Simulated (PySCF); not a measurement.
**Telling isomers of C₈H₁₁OP apart by NMR**

[PySCF 2.14: coordinates at the GFN2-xTB level; shielding tensors at PBE0/pcSseg-1 (GIAO); equivalent nuclei averaged; single conformer; in vacuum; non-relativistic]

Scale: TMS for ¹H (σref 31.72) and ¹³C (σref 186.93) (reference shieldings calculated alike). Splittings of carbon signals by F and P are missing where no couplings were computed. Where no couplings were computed, multiplicities follow the n + 1 count of equivalent neighbours, and m marks all less simple cases (inequivalent or close neighbours, rings, F or P nearby). Shifts are as computed. Against solution values, carbons near 30 ppm lie about +3 ppm off and those near 130 ppm about +5 ppm. Of 1211 compounds with measured shifts, 218 miss one by over three times the rms of a fit or turn the order of signals round; such compounds aren't used in these exercises.

(1) Tabulate the signals of `COc1c(C)ccpc1C`, `C=Cc1cc(OC)[pH]c1C`, `CP(C)(=O)c1ccccc1`, `C#CCP1CCC(=O)CC1`, `C=CC(=C=P/C=C/C)OC` and their relative energies.

(2) What is the quickest way to tell C=Cc1cc(OC)[pH]c1C from C=CC(=C=P/C=C/C)OC?

(3) What is the quickest way to tell C=Cc1cc(OC)[pH]c1C from C#CCP1CCC(=O)CC1?

(4) What is the quickest way to tell COc1c(C)ccpc1C from C#CCP1CCC(=O)CC1?

Answers

(1) 
```tsv
SMILES	carbon types	δC	δH	E rel. (kcal/mol)
COc1c(C)ccpc1C	3×C 2×CH 3×CH3	172.9, 167.2, 161.3, 141.5, 140.9, 59.0, 21.9, 19.4	8.75 (m, 1H), 8.03 (m, 1H), 3.78 (s, 3H), 2.96 (m, 3H), 2.68 (s, 3H)	36.6
C=Cc1cc(OC)[pH]c1C	3×C 2×CH 1×CH2 2×CH3	177.2, 152.2, 137.1, 132.3, 120.2, 116.4, 60.4, 15.1	6.98 (m, 1H), 6.72 (m, 1H), 5.73 (m, 1H), 5.58 (m, 1H), 5.06 (m, 1H), 3.84 (s, 3H), 2.27 (m, 3H)	68.5
CP(C)(=O)c1ccccc1	1×C 5×CH 2×CH3	142.6, 136.6, 135.7, 133.6, 22.1	7.94 (m, 2H), 7.76 (m, 1H), 7.75 (m, 2H), 1.49 (m, 6H)	0.0
C#CCP1CCC(=O)CC1	2×C 1×CH 5×CH2	214.6, 84.2, 76.7, 42.4, 34.8, 23.7	2.52 (m, 4H), 2.36 (m, 2H), 1.93 (m, 4H), 1.47 (t, 1H)	66.6
C=CC(=C=P/C=C/C)OC	2×C 3×CH 1×CH2 2×CH3	271.9, 157.5, 151.7, 149.0, 138.8, 123.5, 57.6, 25.1	6.90 (m, 1H), 6.57 (m, 1H), 6.44 (m, 1H), 6.02 (m, 1H), 5.53 (m, 1H), 3.69 (s, 3H), 2.10 (d, 3H)	96.4
```

Energies are electronic energies at PBE0/pcSseg-1 on these geometries, without zero-point or thermal terms, each for the one conformer computed, which needn't be the lowest.

(2) Both give the same number of carbon signals, but DEPT or the intensities differ. The first has a unsaturated ring carbon (C) at 132.3 ppm, the second a cumulene carbon (C) at 271.9 ppm. Their most deshielded carbons lie at 177.2 and 271.9 ppm.

(3) Count the carbon signals: 8 against 6. The first has a unsaturated ring carbon (C) at 152.2 ppm, the second an sp3 CH2 α to a carbonyl at 42.4 ppm. Their most deshielded carbons lie at 177.2 and 214.6 ppm. In the proton spectra the most deshielded non-exchanging signals are 6.98 (m, 1H) and 2.52 (m, 4H).

(4) Count the carbon signals: 8 against 6. The first has an aromatic CH at 161.3 ppm, the second a terminal alkyne carbon (CH) at 76.7 ppm. Their most deshielded carbons lie at 172.9 and 214.6 ppm. In the proton spectra the most deshielded non-exchanging signals are 8.75 (m, 1H) and 2.52 (m, 4H).
